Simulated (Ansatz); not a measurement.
```yaml
crystal:
  periodic: [false, false, false]
  atoms:
    - {symbol: Li, position_ang: [0.684142, -1.796427, 0.339572]}
    - {symbol: Li, position_ang: [-0.964012, 1.538417, -0.717284]}
    - {symbol: Br, position_ang: [-0.942959, -0.101754, 1.149373]}
    - {symbol: Br, position_ang: [1.222830, 0.359765, -0.771661]}
basis:
  gaussian: {orbitals: cc-pVDZ}
total_charge: 1
magnetization: {spin_polarized: true, initial_magnetization: 1}
hamiltonian: {xc: {name: PBE1PBE}}
```

```sh
$ ansatz run in.yaml --threads 4 --pin off --events-out ev --progress --plain --max-ram 3916MiB
```

Output, abridged:

```
Error: YAML parse error: error: line 12 column 19: hamiltonian.xc: no functional is named "PBE1PBE"; the names, which are not case-sensitive, are SVWN5, SPW92, PBE, PBE0, PBEsol, revPBE, revPBE0, RPBE, rPW86-PBE, HSE06, wPBEh, LC-wPBE, HISS, HF, BLYP, B3LYP, B3LYP5, BHLYP, CAM-B3LYP, r2SCAN, r2SCANh, r2SCAN0, r2SCAN50, m-r2SCAN, B97, wB97, wB97X, wB97X-V, B97M-V, wB97M-V, B2PLYP, B2GP-PLYP, PBE0-DH, PBE-QIDH
10 | total_charge: 1
11 | magnetization: {spin_polarized: true, initial_magnetization: 1}
12 | hamiltonian: {xc: {name: PBE1PBE}}
```

Task: What is wrong with this run?

Result: The method's name isn't one that the program takes here. The input was rejected before any iteration.
